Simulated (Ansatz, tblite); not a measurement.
Cost and result up the ladder for Ta2O6H2 (10 atoms). Total charge 0; singlet. Geometry: PBE-D4/def2-SVP.

```xyz
10

Ta    0.859   -0.477    0.490
Ta   -1.259    0.967   -1.164
O    -2.780    1.217   -0.366
O    -0.584   -0.905   -1.268
O    -0.469   -1.851   -0.151
O     1.089   -0.689    2.370
O     0.146    1.349    0.063
O     2.401   -0.705   -0.274
H    -1.250    1.984   -2.651
H     1.845   -0.890    2.950
```

Ansatz on 4 threads of Arm Neoverse V1 on a shared host; xTB runs through tblite on one thread. Times are rough, summed over both states, and most runs start from the orbitals of an earlier one. PBE0-D4/def2-TZVP serves as the yardstick here, not as an exact answer. The other state is a doublet.

In the def2 sets Ta takes a core potential; there is no spin–orbit coupling. The xTB rows come from tblite. HSE06 is defined as in plane-wave codes, on full-range PBE exchange. The structure holds one bond between oxygen atoms, so isomers without such links may lie far lower. The structure comes from a short search, and lower isomers may exist.

Raw xTB energies of ions are shifted by several eV.

| level | functions | vertical IE (eV) | difference from PBE0-D4/def2-TZVP (eV) |
| --- | --- | --- | --- |
| GFN1-xTB | 46 | 14.41 | 3.69 |
| GFN2-xTB | 44 | 15.06 | 4.33 |
| PBE0-D4/def2-TZVP | 278 | 10.72 | 0.00 |
| HSE06-D4/def2-TZVP (with forces) | 278 | 10.68 | -0.04 |
| PBE-D4/def2-TZVP | 278 | 10.04 | -0.69 |

Q: Estimate how long each takes.

A: GFN1-xTB 0.019 s; GFN2-xTB 0.021 s; PBE-D4/def2-TZVP 13 s; HSE06-D4/def2-TZVP (with forces) 34 s; PBE0-D4/def2-TZVP 35 s. On shared hardware such times vary by a factor of up to 3.
